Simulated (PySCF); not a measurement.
C3H8O3Si, SMILES C(C(=O)O)CO[SiH3] at its GFN2-xTB optimised geometry (Å):

```
15

O     -0.6864    -2.2124    -0.0254
C     -0.0441    -1.1992     0.0000
O      1.2953    -1.1992     0.0000
C     -0.6288     0.1921     0.0000
C      0.2208     1.2123     0.7607
O      0.2231     0.9917     2.1336
Si     0.9147    -0.1689     3.0294
H      1.6300    -2.1098     0.0050
H     -0.7169     0.5098    -1.0415
H     -1.6300     0.1374     0.4296
H     -0.1991     2.2124     0.6029
H      1.2459     1.1955     0.3740
H      2.3429    -0.2975     2.7253
H      0.6444     0.3888     4.3435
H      0.2820    -1.4765     2.8330
```

Calculation: PBE/def2-TZVP run with PySCF 2.14.0.

Map of the log10 of the electron density (e/bohr³), floored at −4 on the plane z = 1.5 Å:

```
|000000000000000000000000000|
|000000000000000000000000000|
|000000000000000000000000000|
|000000000001221100000000000|
|000000000122333210000000000|
|000000000134444321100000000|
|000000001235555543210000000|
|000000001245676654320000000|
|000000001346788765421000000|
|000000012356899876432100000|
|000000123457899976432110000|
|000001234456899876433211000|
|000001234556788765444321000|
|000001234455666655544332000|
|000001234444555555544432000|
|000000123344455555544321000|
|000000112334455555444321000|
|000000012334455554443210000|
|000000012344444444432100000|
|000000012344444433321100000|
|000000012334443322211000000|
|000000002233332221100000000|
|000000001222222110000000000|
|000000000111111000000000000|
|000000000000000000000000000|
|000000000000000000000000000|
|000000000000000000000000000|
```
Scale: ten equal steps from -4.00 (start of '0') to -0.486 (end of '9'), in the order '0123456789'; x runs from -4.50 to 4.50, y from -4.50 (bottom) to 4.50 (top).
